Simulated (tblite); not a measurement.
Species: C₅H₈F₃NSi.
SMILES with atom numbers: `[CH3:1][SiH2:2][C@H:3]([C:4]#[N:5])[CH2:6][C:7]([F:8])([F:9])[F:10]` (hydrogens: H11, H12, H13 on C1; H14, H15 on Si2; H16 on C3; H17, H18 on C6)

A start from a force field or distance geometry was refined with GFN2-xTB geometry optimisation, gas phase (tblite 0.8.0). Values at the start:

```tsv
coordinate	start
C1–Si2	1.898 Å
C1–H11	1.101 Å
Si2–C3	1.811 Å
Si2–H14	1.481 Å
Si2–H15	1.458 Å
C3–C4	1.493 Å
C3–C6	1.491 Å
C3–H16	1.098 Å
C4≡N5	1.167 Å
C6–C7	1.484 Å
C6–H17	1.120 Å
C6–H18	1.106 Å
C7–F8	1.399 Å
C1–Si2–C3	110.7°
Si2–C3–C4	107.0°
Si2–C3–C6	118.2°
C3–C6–C7	117.3°
C4–C3–C6	105.8°
C6–C7–F8	105.7°
C6–C7–F9	116.0°
F8–C7–F9	107.0°
C1–Si2–C3–C4	-89°
Si2–C3–C6–C7	-60°
C3–C6–C7–F8	179°
```

Q: How do these coordinates change at the GFN2-xTB level?

A: 
```csv
coordinate,GFN2-xTB (Å or °),change
Si2–C3,1.944,+0.133
C3–C4,1.433,-0.060
C7–F8,1.341,-0.058
C3–C6,1.531,+0.040
C6–C7,1.513,+0.029
C6–H17,1.094,-0.026
C4≡N5,1.144,-0.023
Si2–H14,1.465,-0.016
C1–H11,1.085,-0.016
C6–H18,1.092,-0.014
C1–Si2,1.891,-0.007
Si2–H15,1.462,+0.004
C3–H16,1.095,-0.003
C6–C7–F8,111.9,+6.2
C3–C6–C7,112.1,-5.2
Si2–C3–C6,114.1,-4.1
C1–Si2–C3,106.7,-4.0
C6–C7–F9,112.9,-3.1
C4–C3–C6,108.7,+2.9
Si2–C3–C4,109.0,+2.0
F8–C7–F9,106.5,-0.5
C1–Si2–C3–C4,-42,+47
C3–C6–C7–F8,-165,+16
Si2–C3–C6–C7,-58,+2
```

The energy falls by 19.6 kcal/mol over 187 L-BFGS steps, the largest force on an atom goes from 3.61 to 0.009 eV/Å, and the atoms move by 0.706 Å rms after alignment. The bond that changes most is Si2–C3 (SiH2 silicon to sp3 carbon bound to silicon), which lengthens by 0.133 Å. Bonds longer at the end by more than 0.005 Å: 3 of 17; shorter: 11. Among the dihedrals that turn most is H14–Si2–C3–H16, from 139° to -165°. Rotational constants go from 1507, 729.5, 575.5 to 1777, 709.8, 572.9 MHz.

Hardware: one thread of an Arm Neoverse V1, shared host with 32 logical CPUs at a one-minute load of 29. Cost: 1.6 s.

Its GFN2-xTB frequencies are all real (lowest 34 cm⁻¹). The numbers are those of one conformer.

All values are computed, not measured.
